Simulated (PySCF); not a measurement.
Sn(H)2(Me)2 (C₂H₈Sn), SMILES [CH3][SnH2][CH3]. The structure is a stationary point at PBE-D3(BJ)/def2-SVP. The structure was generated by enumeration; whether it is a known compound was not checked. The def2 effective core potentials stand for the cores of Sn; spin–orbit coupling is left out.

These are PBE-D3(BJ)/def2-SVP in PySCF values and carry that method's errors.

Harmonic wavenumbers (cm⁻¹): 89, 90, 129, 324, 463, 497, 505, 537, 693, 727, 757, 759, 766, 1158, 1164, 1384, 1384, 1389, 1392, 1827, 1835, 2990, 2990, 3101, 3102, 3104, 3104. Rotational constants (GHz): 9.551, 4.562, 3.388; symmetry number 2.

Q: Work out the zero-point energy and the ideal-gas rigid-rotor harmonic-oscillator thermochemistry at 298.15 K and 1 atm.

A: ZPE = ½ Σ hcν = ½ × 36259 cm⁻¹ = 216.87 kJ/mol. H − E(el) = 237.40 kJ/mol. Entropy in J/(mol K): translation 171.30, rotation 99.63, vibration 65.81, total 336.74. G − E(el) = 137.00 kJ/mol. Cp = 105.17 J/(mol K). Modes under 150 cm⁻¹ make the vibrational entropy uncertain.
